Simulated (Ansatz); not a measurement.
Relaxation of the cluster K4H3⁺ with RKS r2SCAN-D4/def2-SVP.

```sh
$ ansatz run in.yaml --threads 4 --pin off --events-out ev --progress --plain --max-ram 3916MiB
```

```yaml
crystal:
  periodic: [false, false, false]
  atoms:
    - {symbol: K, position_ang: [-0.238950, 1.157740, 2.112030]}
    - {symbol: K, position_ang: [4.225010, -0.230710, 1.174140]}
    - {symbol: K, position_ang: [0.466930, -0.637750, -0.976950]}
    - {symbol: K, position_ang: [-3.095660, -0.077990, -1.431270]}
    - {symbol: H, position_ang: [-1.184320, -1.018160, -2.547930]}
    - {symbol: H, position_ang: [1.848130, 0.100010, 1.029600]}
    - {symbol: H, position_ang: [-2.021140, 0.706850, 0.640380]}
basis:
  gaussian: {orbitals: def2-SVP}
total_charge: 1
hamiltonian: {xc: r2scan, dispersion: d4}
scf: {lower_state_search: "off"}
output: {orbitals: {seedname: orbitals}}
relax: {f_tol: 0.02, max_steps: 100}
```

Hardware: 4 threads of Arm Neoverse V2 on a shared host. Wall time 14 s.

Positions (Å) and forces (eV/Å) at steps 1, 2, 3, 4, 6 of 6:

```xyz
7
step=1 energy=-65331.2558 eV
K    -0.239    1.158    2.112   -0.012    0.167    0.340
K     4.225   -0.231    1.174    0.126    0.000    0.067
K     0.467   -0.638   -0.977    0.111   -0.081   -0.045
K    -3.096   -0.078   -1.431   -0.442    0.043   -0.101
H    -1.184   -1.018   -2.548   -0.110   -0.064   -0.193
H     1.848    0.100    1.030    0.144    0.046    0.086
H    -2.021    0.707    0.640    0.183   -0.112   -0.155
7
step=2 energy=-65331.3972 eV
K    -0.240    1.221    2.250   -0.065    0.008    0.009
K     4.286   -0.224    1.219    0.069    0.011    0.056
K     0.504   -0.683   -1.016   -0.157    0.002   -0.037
K    -3.282   -0.065   -1.486    0.022   -0.009   -0.018
H    -1.261   -1.022   -2.594   -0.116    0.012   -0.020
H     1.896    0.130    1.073    0.071    0.038    0.067
H    -1.903    0.643    0.554    0.176   -0.063   -0.057
7
step=3 energy=-65331.4580 eV
K    -0.252    1.219    2.270    0.041    0.002    0.023
K     4.336   -0.193    1.297    0.050    0.003    0.025
K     0.383   -0.660   -1.006   -0.051    0.010    0.006
K    -3.334   -0.047   -1.500    0.070   -0.015   -0.004
H    -1.355   -1.038   -2.639   -0.108    0.019   -0.007
H     1.956    0.148    1.101   -0.032    0.033    0.045
H    -1.734    0.571    0.476    0.031   -0.052   -0.089
7
step=4 energy=-65331.4729 eV
K    -0.227    1.214    2.282    0.016   -0.015   -0.022
K     4.363   -0.167    1.357    0.016    0.001    0.008
K     0.325   -0.658   -1.021    0.004   -0.016   -0.030
K    -3.341   -0.038   -1.500   -0.002    0.008    0.014
H    -1.443   -1.043   -2.673   -0.004    0.003    0.007
H     1.974    0.165    1.132   -0.026    0.019    0.027
H    -1.650    0.527    0.422   -0.005    0.000   -0.003
7
step=6 energy=-65331.4753 eV
K    -0.204    1.197    2.259   -0.005   -0.003   -0.006
K     4.374   -0.142    1.411   -0.010    0.002    0.002
K     0.324   -0.685   -1.081    0.009    0.007    0.016
K    -3.353   -0.021   -1.471   -0.007    0.003    0.002
H    -1.487   -1.043   -2.681   -0.004   -0.001   -0.002
H     1.975    0.177    1.158    0.019   -0.006   -0.006
H    -1.629    0.517    0.405   -0.001   -0.002   -0.006
```

The structure comes from a short search, and lower isomers may exist.
